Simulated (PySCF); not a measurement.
Isotope clusters of molecular radical cations, worked from isotope masses and abundances (centroid m/z, relative intensity):

1. 209.9874 (100.0), 210.9904 (8.4), 211.9839 (4.8), 212.9868 (0.4)
2. 111.0679 (100.0), 112.0709 (7.0), 113.0730 (0.4)
3. 102.1039 (100.0), 103.1073 (6.7), 104.1094 (0.4)
4. 147.9529 (4.3), 149.9506 (3.1), 151.9494 (42.9), 152.9506 (45.3), 153.9492 (84.3), 154.9509 (44.7), 155.9498 (100.0), 156.9532 (3.3), 157.9512 (25.7), 158.9546 (0.9)

Lines and terms under 0.3 % are left out. Candidates, as SMILES:
A. `C(C(C(=O)N)C=C)=C`
B. `CSc1ccc(C(F)(F)F)pc1`
C. `CC(C)OC(C)C`
D. `C=[CH][Cd][CH3]`

Question: Match clusters and compounds, and give each formula.

Answer: 
1 = B, C7H6F3PS, monoisotopic mass of the neutral 209.9880 u; relative to that species, one 13C gives 7.6 % at +1, one 33S gives 0.8 % at +1 and one 34S gives 4.5 % at +2.
2 = A, C6H9NO, monoisotopic mass of the neutral 111.0684 u; relative to that species, one 13C gives 6.5 % at +1 and one 15N gives 0.4 % at +1.
3 = C, C6H14O, monoisotopic mass of the neutral 102.1045 u; relative to that species, one 13C gives 6.5 % at +1.
4 = D, C3H6Cd, monoisotopic mass of the neutral 155.9503 u; relative to that species, one 106Cd gives 4.4 % at -8, one 108Cd gives 3.1 % at -6, one 110Cd gives 43.5 % at -4, one 111Cd gives 44.6 % at -3, one 112Cd gives 84.0 % at -2, one 113Cd gives 42.5 % at -1, one 13C gives 3.2 % at +1 and one 116Cd gives 26.1 % at +2.

Question: What is the mean mass of the whole cluster 2, and how does it compare with the molar mass?

Answer: 111.141 u over all lines, faint ones too (the ion lacks one electron, 0.0005 u); standard atomic weights give 111.144 g/mol for C6H9NO.

Question: Give the exact less the nominal mass of each, in mDa.

Answer: C6H9NO +68.4, C7H6F3PS -12.0, C6H14O +104.5, C3H6Cd -49.7 (neutral, monoisotopic).

Abundances used (%; other tables differ somewhat): 12C 98.93, 13C 1.07; 32S 94.93, 33S 0.76, 34S 4.29, 36S 0.02; 1H 99.9885, 2H 0.0115; 14N 99.632, 15N 0.368; 16O 99.757, 17O 0.038, 18O 0.205; 106Cd 1.25, 108Cd 0.89, 110Cd 12.49, 111Cd 12.8, 112Cd 24.13, 113Cd 12.22, 114Cd 28.73, 116Cd 7.49.

A cluster can't tell isomers apart.

Masses and patterns are calculated from tabulated isotope masses and abundances.
